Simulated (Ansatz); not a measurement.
Basis sets compared for Pb3SeBr4 (the lowest singlet isomer of a short search). Charge 0, multiplicity 1. Geometry PBE-D4/def2-SVP. Ansatz on 6 threads of Intel Xeon on a shared host; times are rough, and most runs start from earlier orbitals.

Cartesian coordinates in Å:
```
Pb 1.060 1.596 1.944
Pb 0.921 -1.884 -0.413
Pb -1.161 0.892 -1.557
Se 1.564 0.874 -0.726
Br -0.022 -1.330 -3.187
Br -1.557 2.347 1.187
Br -1.867 -1.349 0.125
Br 1.063 -1.146 2.626
```

In the def2 sets Pb takes a core potential; there is no spin–orbit coupling. The structure comes from a short search, and lower isomers may exist.

Binding counts from free atoms (Pb triplet, Se triplet, Br doublet) in the same basis, without a counterpoise term.

| level | functions | energy (Eh) | HOMO (eV) | LUMO (eV) | binding per atom (eV) | wall time |
| --- | --- | --- | --- | --- | --- | --- |
| PBE-D4/def2-SVP | 238 | -13273.8908 | -6.02 | -2.74 | 2.90 | 3.2 s |
| PBE0-D4/def2-SVP | 238 | -13274.2210 | -7.06 | -2.16 | 2.77 | 8.5 s |

Q: Estimate the rows for PBE-D4/def2-TZVP, PBE0-D4/def2-TZVP (with forces).

A: 
```csv
level,functions,energy (Eh),HOMO (eV),LUMO (eV),binding per atom (eV),wall time
PBE-D4/def2-TZVP,390,-13275.4545,-6.14,-2.85,2.90,7 s
PBE0-D4/def2-TZVP (with forces),390,-13275.7795,-7.12,-2.24,2.78,37 s
```
